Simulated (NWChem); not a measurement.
System: C2H6BiCl; SMILES [CH3][Bi]([CH3])[Cl]

```xyz
10

Bi    -0.3039     0.2863     0.0000
Cl     0.1204    -2.1698     0.0000
C      1.2071     0.7079     1.6356
H      1.5286     1.7581     1.5683
H      2.0650     0.0390     1.4865
H      0.7528     0.5190     2.6176
C      1.2071     0.7079    -1.6356
H      0.7528     0.5190    -2.6176
H      2.0650     0.0390    -1.4865
H      1.5286     1.7581    -1.5683
```
Atoms are numbered in this order, from 1.

Results from NWChem. Structure relaxed at the PBE0/def2-SVP level. Not confirmed as a minimum by frequencies. def2 effective core potentials on Bi; no spin-orbit coupling.

Taking PBE/def2-TZVPP as the yardstick, which of these has the fewest basis functions while keeping “dipole (D)” within 0.05 D of it: PBE/def2-TZVP; PBE/def2-SVP; PBE/def2-SVPD?

PBE/def2-TZVP.
```
level           basis functions  dipole (D)  relative time (rough)
--------------  ---------------  ----------  ---------------------
PBE/def2-SVP                102        3.32                      1
PBE/def2-SVPD               147        3.65                      3
PBE/def2-TZVP               185        3.46                      3
PBE/def2-TZVPP              238        3.45                      6
```

The yardstick is one finite set, not the basis-set limit.
